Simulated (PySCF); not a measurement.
```xyz
19

B      2.8201    -0.8472     0.3274
C      1.3287    -0.5006     0.1639
C      0.3976    -1.5480     0.1806
C     -0.9629    -1.2875     0.0365
S     -2.2663    -2.4371     0.0302
C     -3.4240    -1.1726    -0.1907
C     -2.8691     0.0700    -0.2586
C     -1.4421     0.0360    -0.1301
C     -0.5198     1.0947    -0.1486
C      0.8422     0.8410    -0.0051
C      1.7398     1.9538    -0.0308
C      2.4678     2.9239    -0.0582
H      3.6745     0.0028     0.3228
H      3.1319    -2.0090     0.4642
H      0.7552    -2.5724     0.3083
H     -4.4820    -1.4259    -0.2602
H     -3.4478     0.9841    -0.3954
H     -0.8690     2.1211    -0.2759
H      3.1252     3.7731    -0.0803
```

Charge 0, multiplicity 1.

Question: Give the Mulliken and meta-Löwdin atomic charges from PySCF 2.14.0 with PBE0-D3(BJ)/def2-TZVP // PBE0-D3(BJ)/def2-SVP.

Answer: 
```csv
atom,Mulliken (e),meta-Löwdin (e)
B1,-0.08,-0.04
C2,0.05,-0.09
C3,-0.27,-0.08
C4,0.09,-0.11
S5,0.06,0.28
C6,-0.11,-0.23
C7,-0.30,-0.16
C8,0.22,0.01
C9,-0.32,-0.12
C10,-0.06,0.02
C11,0.05,-0.03
C12,-0.10,-0.21
H13,0.03,0.02
H14,0.00,0.00
H15,0.13,0.13
H16,0.16,0.15
H17,0.14,0.14
H18,0.12,0.13
H19,0.18,0.18
```
